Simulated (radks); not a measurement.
Results of a calculation; reference values are marked as such.
Mean orbital radii <r> (bohr) of the chromium ion Cr16+, [He] 2s2 2p4, of relativity; Dirac values are averaged over j with weights 2j + 1. Spin-unpolarised spherical Kohn-Sham, PBEsol, point nucleus unless stated (finite: rms radius 3.6452 fm), a radial shooting solver on a logarithmic mesh with Libxc functionals. A level marked "c x" has the speed of light scaled by that factor and shares open shells by 2j + 1; other Dirac levels either fill j = l - 1/2 first or share by 2j + 1.

| shell | non-rel. |
|---|---|
| 1s | 0.06408 |
| 2s | 0.2825 |
| 2p | 0.2452 |
| 3s (empty) | 0.6927 |
| 3p (empty) | 0.6713 |

Give the values at the level "Dirac, 2j+1 shares, finite nucleus".

Answer. 
shell       Dirac, 2j+1 shares, finite nucleus  change of magnitude (%)
1s                                     0.06345                    -0.99
2s                                      0.2796                    -1.02
2p                                      0.2440                    -0.49
3s (empty)                              0.6877                    -0.72
3p (empty)                              0.6689                    -0.36
